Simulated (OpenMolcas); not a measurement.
## Potential curves of RuC: spin-free states

Computed with OpenMolcas 26.06: state-averaged CASSCF(10,9) over Ru 5s 4d, C 2p, XMS-CASPT2 (IPEA 0.25, imaginary shift 0.2 hartree), scalar X2C, ANO-RCC-VDZP, then RASSI spin–orbit state interaction with atomic mean-field integrals. C2 symmetry about the axis (a holds Σ, Δ, Γ; b holds Π, Φ, H; Σ⁺ and Σ⁻ are not told apart); roots by multiplicity and irrep: 3a 3, 1a 3, 5b 2.

XMS-CASPT2 energies in eV from the lowest point. Curves are followed by energy order within each symmetry, so they are adiabatic and may change character at avoided crossings; Σ⁺ and Σ⁻ are counted together.

| R (Å) | (1)3Δ | (1)1Σ | (1)1Δ | (1)5Π |
| --- | --- | --- | --- | --- |
| 1.458 | 1.144 | 1.138 | 1.574 | 3.732 |
| 1.523 | 0.445 | 0.537 | 0.907 | 2.859 |
| 1.571 | 0.148 | 0.316 | 0.633 | 2.429 |
| 1.620 | 0.018 | 0.239 | 0.511 | 2.151 |
| 1.677 | 0.000 | 0.294 | 0.525 | 1.974 |
| 1.733 | 0.085 | 0.459 | 0.654 | 1.927 |
| 1.814 | 0.365 | 0.830 | 0.986 | 2.016 |
| 1.944 | 1.010 | 1.593 | 1.644 | 2.386 |

Left out for impure symmetry, kinks or missing points, though low: (1)3Σ. Only roots inside an energy window near the equilibrium distance were included, so the list of states is not complete; labels number the states computed. Each spin and symmetry block has orbitals of its own, averaged over its own roots, so gaps between blocks are less sure than gaps within one and near the minimum can be off by tenths of an eV, in bad cases by more. No Rydberg orbitals are active, so Rydberg states, and σ→σ* states whose orbital the CASSCF left unused, can be missing between those listed. No roots were computed in blocks 1b, 3b, 5a (none fell in the window or the block failed), so states of that kind are missing and can lie low or lowest. For d and f metals this valence active space lacks a second d shell: the order of states is not reliable within half an eV or more, and the lowest computed state need not be the true ground state. Points that failed a check (symmetry, reference weights, a jump) are left out.
